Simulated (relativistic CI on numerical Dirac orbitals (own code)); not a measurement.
# One change at a time: Ga¹²⁺

Base calculation: Dirac-Coulomb-Breit CI, KLI orbitals optimised for each configuration, model QED (radiative potential, 1s self-energy scaled to tabulated hydrogen-like ionisation energies), unscaled Slater integrals.

Configurations in the expansion (outside the closed core [Ne]): 3s2.3p6.3d, 3s2.3p5.3d2, 3s.3p6.3d2, 3s2.3p6.4s, 3s2.3p6.4p, 3s2.3p6.4d, 3s2.3p6.4f, 3s2.3p5.3d.4s, 3s2.3p6.5s, 3s2.3p5.3d.4p, 3s2.3p6.5p, 3s2.3p6.5d, 3s2.3p5.3d.4d, 3s2.3p6.5f, 3s2.3p6.5g, 3s.3p6.3d.4s, 3s2.3p6.6s, 3s2.3p6.6p, 3s2.3p5.3d.4f, 3s.3p6.3d.4p, 3s2.3p6.6d, 3s.3p6.4s2, 3p6.3d3, 3p5.3d4, 3p6.3d2.4s, 3p5.3d3.4s. Double excitations out of closed p, d and f shells are left out; levels of such configurations are missing from the list, as are those of other unlisted configurations, and high levels can miss mixing partners. These lack a partner that the ground configuration has and come out too high: 3s2.3p5.3d.4p, 3s2.3p5.3d.4d, 3s2.3p5.3d.4f.

Variants: (1) QED terms removed. Shifts of the energy above 3s2.3p6.3d 2D_3/2, in cm⁻¹, for the lowest level and the first level of each name with at least 55 % of one term (blank where a level changes its place among those of its configuration and J or its character, or is not in the variant):

| Level | Base | Δ(1) |
| --- | --- | --- |
| 3s2.3p6.3d 2D_3/2 | 0 | 0 |
| 3s2.3p6.3d 2D_5/2 | 6193 | -23 |
| 3s2.3p5.3d2 4D°_1/2 | 549420 | +54 |
| 3s2.3p5.3d2 4D°_3/2 | 551903 | +48 |
| 3s2.3p5.3d2 4D°_5/2 | 556066 | +37 |
| 3s2.3p5.3d2 4D°_7/2 | 562165 | +21 |
| 3s2.3p5.3d2 4G°_11/2 | 582549 | +33 |
| 3s2.3p5.3d2 4G°_9/2 | 584159 | +43 |
| 3s2.3p5.3d2 4G°_7/2 | 587570 | +46 |
| 3s2.3p5.3d2 4P°_3/2 | 597833 | +31 |
| 3s2.3p5.3d2 4F°_3/2 | 602922 | +51 |
| 3s2.3p5.3d2 4P°_1/2 | 604145 | +16 |
| 3s2.3p5.3d2 2D°_5/2 | 608779 | +27 |
| 3s2.3p5.3d2 4F°_9/2 | 609956 | +21 |

At this charge energies of transitions that change n are usually good to better than 1 %, and those within a shell (Δn = 0) to a few per cent.

Ionisation energy from the two ground configurations alone: base 356.128 eV. The NIST ASD value (theoretical) is 356 eV.

LS names give the leading component of a level, which can be under half, so a name can repeat, a term be missing and a line seem to break the LS rules.
